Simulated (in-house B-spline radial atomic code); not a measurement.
RPA and G0W0 for the carbon ion C²⁺, [He] 2s2, as one setting changes: the highest l of the empty states. Start: PBE. A dash marks a level of low quasi-particle weight. Computed with a B-spline radial code for spherical atoms: all electrons, non-relativistic, point nucleus, each spin shell either full or empty, empty states to the listed l with an (l + 1/2)⁻⁴ tail; G0W0 by contour deformation at full frequency.

```tsv
highest l of the empty states	RPA summed (Eh)	RPA extrapolated (Eh)	G0W0 level (eV)
2	-0.22041	-0.2298	2s -47.82
3	-0.22601	-0.23026	2s -47.83
4	-0.22811	-0.23036	2s -47.83
5	-0.22906	-0.23039	2s -47.83
6	-0.22955	-0.23039	2s -47.83
7	?	?	?
8	-0.22999	-0.23038	2s -47.83
9	?	?	?
10	-0.23016	-0.23036	2s -47.83
11	-0.2302	-0.23035	2s -47.83
```

**Question.** What belongs in the row for 7?

**Answer.** RPA summed (Eh): -0.22983; RPA extrapolated (Eh): -0.23039; G0W0 level (eV): 2s -47.83.

**Question.** What belongs in the row for 9?

**Answer.** RPA summed (Eh): -0.23009; RPA extrapolated (Eh): -0.23037; G0W0 level (eV): 2s -47.83.
